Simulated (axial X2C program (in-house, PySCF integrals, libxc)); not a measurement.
## Worked dissociation energy of TaN⁻: PW91, spin-free

Computed with an in-house all-electron X2C program for linear molecules (integrals from PySCF). Spin-free means the one-electron spin-free X2C Hamiltonian. Basis: Ta dyall-acv3z [14s15p10d7f4g], N dyall-av3z [7s7p3d2f] (cores contracted in-house); Gaussian nuclei, density fitting, unrestricted open shells. Masses: Ta 180.948 u, N 14.003 u.

Molecular state: M_S = 1/2, Λ = 2 (beyond evenly filled blocks: δ+α).

```
E(Ta-) (2M_S = 4, M_L = 0) : -15607.049948 hartree
E(N) (2M_S = 3, M_L = 0)   : -54.608604 hartree
E(TaN⁻) at Re              : -15661.952940 hartree
ωe                         : 1032.4 cm⁻¹
ωexe                       : 3.48 cm⁻¹
```

(1) Work out De and D0.

The state is a single determinant with fixed occupations, the lowest that a limited PBE0 search found. Dissociation energies refer to the lowest single-determinant-based atoms at the same level and basis. The functionals have no current-density term, which raises determinants with orbital currents, atoms included. At some level and bond length an empty orbital lies below a filled one. The highest occupied level of some functionals is positive through self-interaction error; at Hartree–Fock it is bound.

Each atomic determinant is the lowest at this level and need not be a pure term. Totals compare only within one Hamiltonian and basis.

## Answers

(1) De = -15607.049948 + (-54.608604) − (-15661.952940) = 0.29439 hartree = 8.011 eV. The zero-point energy is ωe/2 − ωexe/4 = 515 cm⁻¹ = 0.064 eV, so D0 = 7.947 eV.
